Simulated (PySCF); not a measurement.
boron trifluoride (BF3), SMILES FB(F)F. Heavy atoms are numbered as in [F:1][B:2]([F:3])[F:4].

The structure is a stationary point at B3LYP-D3(BJ)/def2-TZVP.

The numbers are results of KT2/pcSseg-1 (PySCF), not measurements.

GIAO shieldings, no solvent; atoms alike by connectivity are averaged. δ = σ(ref) − σ: ¹⁹F against CFCl3 (σ = 127.1 ppm), references at their B3LYP-D3(BJ)/def2-TZVP geometries, non-relativistic.

Q: Estimate the chemical shifts. (The exact figures need the calculation; the answer reports its results.)

A: 
```json
[
 {"nucleus": "¹⁹F", "atoms": "F1", "count": "3", "δ (ppm)": "-164.7"}
]
```
